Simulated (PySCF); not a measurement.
# `CC(=S)[C@H]1C[BH2-][N+](C)(C)C1`: 4 charge schemes on one density

Species: C₇H₁₆BNS.
Cartesian coordinates in Å at the PBE0-D3(BJ)/def2-SVP level; atoms count from 1:
```xyz
26
C7H16BNS angstrom
C      2.9183    0.4964   -0.0787
C      2.2832   -0.7612   -0.5926
S      3.1644   -1.9498   -1.2760
C      0.7974   -0.9009   -0.4095
C      0.4319   -1.1153    1.0969
B     -0.6712    0.0267    1.4463
N     -1.2520    0.3466   -0.0625
C     -2.1818   -0.7110   -0.4904
C     -1.9203    1.6503   -0.1357
C     -0.0081    0.3197   -0.8687
H      2.4192    0.8639    0.8324
H      3.9881    0.3430    0.1077
H      2.8270    1.2895   -0.8415
H      0.4958   -1.7786   -0.9979
H      1.3223   -1.0166    1.7369
H      0.0888   -2.1536    1.2271
H     -0.1581    1.0880    1.7987
H     -1.6202   -0.2870    2.1541
H     -2.4834   -0.5590   -1.5392
H     -1.7021   -1.6905   -0.3861
H     -3.0650   -0.6885    0.1590
H     -1.2213    2.4280    0.1941
H     -2.2612    1.8584   -1.1627
H     -2.7825    1.6457    0.5435
H      0.5240    1.2522   -0.6397
H     -0.2427    0.3094   -1.9465
```

Density: PBE0/pcSseg-1 (PySCF); schemes: Mulliken, IAO, Hirshfeld and ESP-fitted. One conformer (not necessarily the lowest) at the PBE0-D3(BJ)/def2-SVP geometry, without solvent, vibrations or thermal averaging.

Question: Tabulate the Mulliken, IAO, Hirshfeld and ESP-fitted charges.

Answer: In e; atoms taken as equivalent share a row and are averaged (×n: the atom named and its like, n in all):

| atom | environment | Mulliken | IAO | Hirshfeld | ESP-fitted |
| --- | --- | --- | --- | --- | --- |
| C1 | methyl carbon | -0.186 | -0.430 | -0.118 | -0.347 |
| C2 | thiocarbonyl carbon | -0.314 | -0.010 | +0.063 | +0.065 |
| S3 | thiocarbonyl sulfur | -0.068 | -0.111 | -0.145 | -0.235 |
| C4 | sp3 CH carbon | -0.263 | -0.128 | -0.035 | +0.167 |
| C5 | sp3 carbon bound to boron | -0.315 | -0.376 | -0.144 | -0.325 |
| B6 | four-coordinate boron | +0.049 | -0.213 | -0.035 | +0.006 |
| N7 | nitrogen bonded to B and 3 C | -0.690 | -0.013 | +0.043 | +0.296 |
| C8 | N-methyl carbon | -0.084 | -0.299 | -0.044 | -0.571 |
| C9 | N-methyl carbon | -0.074 | -0.298 | -0.044 | -0.518 |
| C10 | sp3 carbon bound to nitrogen | +0.063 | -0.151 | -0.007 | -0.038 |
| H11/H12/H13 | methyl hydrogen | +0.150 | +0.161 | +0.051 | +0.125 |
| H14 | methine hydrogen | +0.129 | +0.143 | +0.027 | -0.045 |
| H15 | methylene hydrogen | +0.130 | +0.138 | +0.030 | +0.132 |
| H16 | methylene hydrogen | +0.124 | +0.131 | +0.027 | +0.066 |
| H17 | B–H hydrogen | -0.045 | -0.044 | -0.102 | -0.161 |
| H18 | B–H hydrogen | -0.023 | -0.027 | -0.098 | -0.139 |
| H19/H20/H21 | methyl hydrogen | +0.143 | +0.154 | +0.057 | +0.203 |
| H22/H23/H24 | methyl hydrogen | +0.139 | +0.154 | +0.056 | +0.180 |
| H25 | methylene hydrogen | +0.137 | +0.145 | +0.048 | +0.061 |
| H26 | methylene hydrogen | +0.134 | +0.136 | +0.044 | +0.062 |

Mean size of the charges over all atoms: ESP-fitted 0.183 e, IAO 0.161 e, Mulliken 0.159 e, Hirshfeld 0.059 e. Each set sums to the total charge, 0, to within 0.001 e. The Mulliken scheme counts on each atom the diagonal of the density matrix times the overlap matrix over that atom's basis functions.

Some averages cover members that differ in this geometry: H19/H20/H21, ESP-fitted +0.175 to +0.236; H22/H23/H24, ESP-fitted +0.159 to +0.198; H19/H20/H21, Mulliken +0.123 to +0.159; H11/H12/H13, ESP-fitted +0.107 to +0.137 e.

Lowest charge. The schemes don't all agree: Mulliken N7 (-0.690); IAO C1 (-0.430); Hirshfeld S3 (-0.145); ESP-fitted C8 (-0.571).

Highest charge. The schemes don't all agree: Mulliken H11/H12/H13 (+0.150); IAO H11/H12/H13 (+0.161); Hirshfeld C2 (+0.063); ESP-fitted N7 (+0.296).

Question: How many electrons does the Hirshfeld scheme count on N7?

Answer: Z − q = 7 − (+0.043) = 6.957.

Question: How closely do the schemes follow one another over all atoms?

Answer: Correlation coefficient and root-mean-square difference: IAO with Hirshfeld 0.80, 0.140 e; IAO with ESP-fitted 0.80, 0.137 e; Hirshfeld with ESP-fitted 0.76, 0.181 e; Mulliken with IAO 0.58, 0.181 e; Mulliken with Hirshfeld 0.40, 0.187 e; Mulliken with ESP-fitted 0.22, 0.270 e.

Question: Sum the charges by element, for elements with more than one atom.

Answer: 
```csv
element,atoms,Mulliken,IAO,Hirshfeld,ESP-fitted
C,7,-1.173,-1.691,-0.330,-1.568
H,16,+1.881,+2.028,+0.466,+1.501
```

The run behind these numbers computed NMR shieldings as well. On an Intel Xeon 6975P-C with one thread, no GPU, shared host with 192 logical CPUs at a one-minute load of 34, this took 60 s of wall time and 1.3 GiB of memory at its peak.
